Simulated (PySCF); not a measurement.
A structure optimised at B3LYP-D3(BJ)/def2-TZVP, used in a PySCF frequency run:

```
Tl
I 1 2.8762
```

Question: Write its SMILES, formula and point group.

Answer: [I][Tl], ITl, C∞v

Question: What are its rotational constants (standard atomic weights)?

Answer: 0.78030 GHz (linear rotor, B only)
